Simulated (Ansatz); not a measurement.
Calculated with Ansatz (gas phase, PBE0-D4/def2-TZVP geometries, no zero-point term in ΔE). CBS: MP2 limit from def2 TZ/QZ plus the TZ coupled-cluster correction, frozen cores. DFT in def2-TZVPP. B3LYP here is the variant with VWN-RPA as its local correlation; programs differ in this. Elements past krypton have def2 core potentials. For Sn outer-core shells are correlated without core-valence functions, which leaves a few kJ/mol of doubt a bond. One conformer a species, not always the lowest.

`CC(C)[O][Sn][SH]` + `CC(C)(C)C` → `CC(C)CC(C)(C)C` + `[OH][Sn][SH]`  (formal exchange of groups at a C–O bond)

| level | ΔE (kJ/mol) | difference from CCSD(T)/CBS |
| --- | --- | --- |
| PBE-D4 | -7.9 | 6.3 |
| r2SCAN-D4 | -8.1 | 6.1 |
| PBE0-D4 | -11.2 | 3.0 |
| B3LYP-D4 | -2.5 | 11.7 |
| ωB97X-V | -11.9 | 2.3 |
| ωB97M-V | -14.8 | -0.6 |
| B2PLYP | -6.6 | 7.6 |
| PBE | -6.7 | 7.5 |
| r2SCAN | -6.8 | 7.4 |
| PBE0 | -10.2 | 4.0 |
| B3LYP | -1.8 | 12.4 |
| HF/def2-TZVPP | 0.7 | 14.9 |
| MP2/def2-TZVPP | -18.4 | -4.2 |
| SCS-MP2/def2-TZVPP | -14.2 | 0.0 |
| CCSD/def2-TZVPP | -14.1 | 0.1 |
| CCSD(T)/def2-TZVPP | -14.0 | 0.2 |
| HF/def2-QZVPP | 0.8 | 15.0 |
| MP2/def2-QZVPP | -18.5 | -4.3 |
| SCS-MP2/def2-QZVPP | -14.6 | -0.4 |
| HF/CBS(def2) | 0.8 | 15.0 |
| MP2/CBS(def2) | -18.7 | -4.5 |
| CCSD/CBS(def2) | -14.3 | -0.1 |
| CCSD(T)/CBS | -14.2 | 0 |

Largest T1 diagnostic among the species: 0.017.

From PBE to PBE0 (25 % exact exchange), in def2-TZVPP and without D4, ΔE moves by −3.5 kJ/mol. In def2-TZVPP, CCSD(T) changes the Hartree–Fock value by −14.7 kJ/mol (the triples alone add +0.1 kJ/mol) and MP2 by −19.1 kJ/mol.
